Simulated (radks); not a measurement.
Results of a calculation; reference values are marked as such.
I4+, configuration [Kr] 4d10 5s2 5p1. Level of theory: scalar-relativistic Kohn-Sham, exchange-only PBE, spin-polarised, spherical densities, finite nucleus; open shells are filled with parallel spins first (spin-orbit coupling, left out, can overturn this in heavy ions); Fermi nuclear charge, rms radius 4.75 fm (a radial shooting solver on a logarithmic mesh with Libxc functionals). Some entries of the table are withheld. Estimate them.

orbital  occ.  eigenvalue (hartree)  r(max) (bohr)  <1/r> (bohr^-1)
1s up       1             -1213.780        0.01754            56.83
1s down     1             -1213.778        0.01754            56.83
2s up       1             -188.9109        0.09912            13.02
2s down     1             -188.9102        0.09912            13.02
2p up       3             -169.7351        0.07948            12.46
2p down     3             -169.7338        0.07948            12.46
3s up       1             -39.41142         0.2857            4.667
3s down     1             -39.40991         0.2857            4.667
3p up       3             -33.19710         0.2794            4.437
3p down     3             -33.19537         0.2794            4.437
3d up       5             -23.88760         0.2317            4.200
3d down     5             -23.88598         0.2317            4.200
4s up       1              -8.23630         0.6802            1.888
4s down     1              -8.23233         0.6803            1.888
4p up       3              -6.28662         0.7145            1.730
4p down     3              -6.28215         0.7146            1.730
4d up       5              -3.44043         0.7767            1.449
4d down     5              -3.43250         0.7765            1.452
5s up       1              -2.09482          1.636           0.7282
5s down     1              -2.04918          1.626           0.7317
5p up       1              -1.62889            (1)           0.6317
5p down     0              -1.58130            (2)           0.6313

Answer. 
(1) 5p up r(max) (bohr): 1.849
(2) 5p down r(max) (bohr): 1.843
